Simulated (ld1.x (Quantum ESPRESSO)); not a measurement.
# What one change does to a pseudopotential (Sn, TM semilocal)

Sn, norm-conserving Troullier–Martins (semilocal form), made with ld1.x (Quantum ESPRESSO) 7.5 (PBEsol, scalar-relativistic). Core [Kr] 4d10, reference 5s2 5p0 (charge +2). Waves: 5s (bound): rc 1.70 bohr; 5p (bound, empty): rc 1.80 bohr. Local part: the p channel. Core correction: none.

Change: all radii scaled by about 0.82 (s 1.40, p 1.48 bohr).

Cutoffs: the cutoffs (Ry, on a coarse ladder) from which the occupation-weighted sum of valence levels, in a spherical-Bessel basis at the reference potential, stays within 10 and 1 mRy of its value at 400 Ry; they do not see the model core or the augmentation charge, which bear on the density cutoff. Errors are all-electron minus pseudo energies relative to the spin-unpolarised reference configuration.

Task: What does the change do?

Result: The potential gets harder (25 Ry and 55 Ry → 100 Ry and 180 Ry); a bound ghost appears in p, which as a rule spoils a file; of the 7 tests that both files solve, the error grows in 6 and shrinks in 0 by more than 15 % and 0.3 meV (median size 62.8 → 104.3 meV). A smaller radius makes the pseudo-wave follow the all-electron one further in, where it bends more sharply, so more plane waves are needed. That the errors move this way runs against the usual rule that smaller radii transfer better. A semilocal file is local in each channel, so a ghost entry of none says nothing of the separable form that plane-wave codes build from it.

```tsv
quantity	base	changed
cutoff, loose	25 Ry	100 Ry
cutoff, tight	55 Ry	180 Ry
bound ghosts	none	p (extra level of the local part)
error for 5s2 5p2, meV [ΔE -20.87 eV]	+61	+129
error for 5s2 5p1, meV [ΔE -13.97 eV]	+26	+48
error for 5s1 5p0, meV [ΔE 31.01 eV]	+92	+104
error for 5s2 5p2.3, meV [ΔE -21.72 eV]	+70	+151
error for 5s0 5p4, meV [ΔE -6.62 eV]	+163	+279
error for 5s2 5p1.5, meV [ΔE -18.24 eV]	+43	+88
error for 5s1 5p2, meV [ΔE -6.28 eV]	+63	+100
```

 A true bound ghost makes a file unfit for plane-wave use even where its test errors are small: the radial tests pick states by their node count and pass the ghost by.
